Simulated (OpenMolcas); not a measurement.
Pt2+ in a ligand field

Pt2+ with 6 ligands (chloride) in octahedral coordination (Oh) at 2.56 Å. A charge of +0.667 e stands 2.4 Å behind each ligand. Ligand basis ANO-RCC-VDZP.
```
Pt    0.0000    0.0000    0.0000
Cl    2.5600    0.0000    0.0000
Cl    0.0000    2.5600    0.0000
Cl   -2.5600    0.0000    0.0000
Cl    0.0000   -2.5600    0.0000
Cl    0.0000    0.0000    2.5600
Cl    0.0000    0.0000   -2.5600
```

```json
{
  "Program": "OpenMolcas 26.06",
  "Method": "SS-CASPT2, IPEA 0.25 Eh, imaginary shift 0.1 Eh (closed shells correlated: 5s 5p and the ligand valence shells)",
  "Basis": "ANO-RCC-VDZP [7s6p4d2f]",
  "Scalar Hamiltonian": "DKH2, point nucleus",
  "Active space": "8 electrons in 5 orbitals (5d)",
  "State averaging": "2S+1 = 3 even, 10 roots; 2S+1 = 1 even, 15 roots",
  "Spin-orbit coupling": "RASSI with atomic mean-field integrals over the reference wave functions"
}
```

The lowest spin-free states (labels of O, the rotations of Oh), above the lowest:

```tsv
State	Degeneracy	E (cm-1)
3A2	1	0
1E	2	6840
3T2	3	12100
1A1	1	13920
3T1	3	17460
1T2	3	19440
1T1	3	23090
3T1	3	27220
1E	2	35080
1T2	3	35200
1A1	1	48840
```

The lowest levels with spin-orbit coupling:

| E (cm-1) | Degeneracy | Label | 2S+1 |
| --- | --- | --- | --- |
| 0 | 3 | T2 | 3 |
| 5580 | 2 | E | 1 (69 %) |
| 10620 | 3 | T1 | 3 |
| 11020 | 2 | E | 3 (85 %) |
| 11230 | 1 | A1 | 3 (57 %) |
| 14190 | 3 | T2 | 3 (76 %) |
| 17340 | 1 | A2 | 3 |
| 20320 | 3 | T1 | 3 |
| 20540 | 3 | T2 | 3 (53 %) |
| 20650 | 1 | A1 | 1 (53 %) |
| 23200 | 3 | T2 | 3 |
| 25360 | 2 | E | 3 (74 %) |
| 27220 | 3 | T1 | 1 (87 %) |
| 29500 | 1 | A1 | 3 (80 %) |
| 31540 | 2 | E | 3 |
| 31830 | 3 | T1 | 3 |
| 33280 | 3 | T2 | 3 (55 %) |
| 40570 | 2 | E | 1 (85 %) |
| 40820 | 3 | T2 | 1 (79 %) |
| 56180 | 1 | A1 | 1 (84 %) |

Powder χT (cm3 K/mol): 1.78 at 2 K, 1.78 at 10 K, 1.79 at 50 K, 1.79 at 100 K, 1.81 at 200 K, 1.82 at 300 K. The effective moment at 300 K is 2.828 √(χT) = 3.82 μB.

The lowest level has 2S+1 = 3, for which the spin-only value is χT = S(S+1) / 2 = 1.000 cm3 K/mol (g = 2). The computed 1.821 at 300 K differs by +0.821, through orbital momentum, spin-orbit coupling and any other state in reach.

Roots that are degenerate in the reference are averaged as groups; the widest CASPT2 spread within a group is 440 cm-1 (the 3-fold group of multiplicity 1 near 19400 cm-1 above the lowest state of its run). Shifts and gaps below about the spread of the groups concerned are not significant. Over all roots computed the reference weight is 0.65 to 0.66; a low but even weight reflects the number of correlated electrons. Real 4d8 and 5d8 ions are as a rule square planar and diamagnetic. The least metal-like active orbital is 83 % on the metal (Löwdin) and no ligand orbital is active, so the numbers are rough. Ligand-to-metal charge-transfer states are missing. With no ligand orbital active B as a rule stays too high, so bands that hang on it stand too high and its fall with covalency is understated. With one d shell and no ligand orbital active, 10Dq can be off by a tenth or more. No measured value stands beside these numbers; the geometry is a model, was not optimised and need not be the one that this ion takes.

The CASPT2 steps took 48 s on 1 thread of AMD EPYC 9R45 96-Core Processor (Zen 5) (shared host); the integral step is not counted.
